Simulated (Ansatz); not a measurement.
`CC[SiH](O)F` + H₂S → `O[SiH](F)CS` + CH₄  (substitution at a C–C bond)

Computed with Ansatz on PBE0-D4/def2-TZVP structures; ΔE is electronic, products minus reactants. CCSD(T)/CBS adds triple-zeta CCSD(T) − MP2 to the extrapolated MP2 energy (def2 sets, frozen cores). This one scheme is used for every species. DFT in def2-TZVPP. Each species was taken in one conformer, which may not be the lowest.

| level | ΔE (kJ/mol) |
| --- | --- |
| ωB97M-V | -0.4 |
| PBE0 | 0.1 |
| HF/def2-TZVPP | 7.1 |
| MP2/def2-QZVPP | -1.4 |

Question: What does CCSD(T)/CBS give? (Best estimate.)

Answer: Ansatz gave: 0.0 kJ/mol. The listed levels differ from it by -0.4, 0.1, 7.1, -1.4 kJ/mol.

Largest T1 diagnostic among the species: 0.011.

In def2-TZVPP, CCSD(T) changes the Hartree–Fock value by −4.4 kJ/mol (the triples alone add −2.5 kJ/mol) and MP2 by −7.0 kJ/mol. The D4 term adds −3.2 kJ/mol with B3LYP and −1.5 kJ/mol with PBE0; it sums over pairs of atoms, weighted by their polarisabilities, and B3LYP, whose exchange is more repulsive, gets the larger term.

B3LYP here is the variant with VWN-RPA as its local correlation; programs differ in this.
